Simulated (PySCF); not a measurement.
A made-up structure of BSiH₃Te, closed shell:

B1  (-0.575, -0.969, -0.305)
Si2  (0.602, 0.461, 0.284)
Te3  (-1.696, 0.790, -0.666)
H4  (-0.813, -2.116, -0.479)
H5  (-3.109, 1.701, -0.836)
H6  (0.754, 0.853, 1.705)
(Å)

It is relaxed with PBE-D4/def2-SVP and then PBE0-D4/def2-TZVP (PySCF 2.14 with density fitting (its default auxiliary sets; JK sets also for MP2 and CCSD(T))). Atoms count as bonded within 1.22 times the sum of their covalent radii (H–H: 0.88 Å). The end point is not checked to be a true minimum.

**Question.** Does its bonding change? (A judgement: the text doesn't fix the answer.)

**Answer.** The calculation gives: No: no bond forms or breaks.

Where it ends: The first stage lowers the energy by 2.07 eV in 26 steps. It ends as BSiH₃Te ([BH]1[SiH][TeH]1):
B1  (-0.475, -0.610, -0.587)
Si2  (0.623, 0.901, -0.206)
Te3  (-2.003, 1.112, -0.601)
H4  (-0.835, -1.711, -0.851)
H5  (-2.801, 0.392, 0.678)
H6  (0.657, 0.681, 1.288)
(Å)

Labels in which every atom is bracketed show which atoms are joined, not bond orders.

For scale, one of the runs: PBE0-D4/def2-TZVP relaxation, 136 basis functions, launched by `OMP_NUM_THREADS=2 python run.py`. The run took 71 s on 2 CPU threads of an AMD EPYC 7B13 (shared host), with 1.2 GiB of host memory at its peak.
